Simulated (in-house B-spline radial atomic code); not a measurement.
A fraction x of an electron is moved 5p → 4f in Sm5+, starting from [Xe] 4f3 and keeping the highest spin. Computed with an all-electron radial atomic-structure program (B-spline basis): scalar-relativistic (X2C) CAM-B3LYP, spin-polarised, spherical fractional occupations, Fermi nucleus of rms radius 5.0819 fm.

Caution: exact exchange at fractional occupations of open shells leaves self-interaction of up to several eV.

| x | E(x) - E(0) (eV) | 5p down level (eV) | 4f up level (eV) |
| --- | --- | --- | --- |
| 0 | 0.0000 | -83.997 | -73.934 |
| 0.125 | 1.2504 | -83.366 | -73.423 |
| 0.25 | 2.4854 | -82.735 | -72.919 |
| 0.375 | ? | ? | ? |
| 0.5 | 4.9064 | -81.475 | -71.927 |
| 0.625 | 6.0910 | -80.846 | -71.440 |
| 0.75 | 7.2576 | -80.218 | -70.959 |
| 0.875 | ? | ? | ? |
| 1 | 9.5340 | -78.964 | -70.015 |

(1) What belongs in the row x = 0.375?

(2) What belongs in the row x = 0.875?

(3) Check Janak's theorem between x = 0.125 and 0.25.

## Answers

(1) An energy change of 3.7043 eV; 5p down at -82.105 eV, 4f up at -72.420 eV.

(2) An energy change of 8.4055 eV; 5p down at -79.590 eV, 4f up at -70.484 eV.

(3) The slope of the energy is 9.88 eV; the orbital levels give 9.88 eV (ε of the receiving orbital less ε of the emptying one, averaged over the two points).
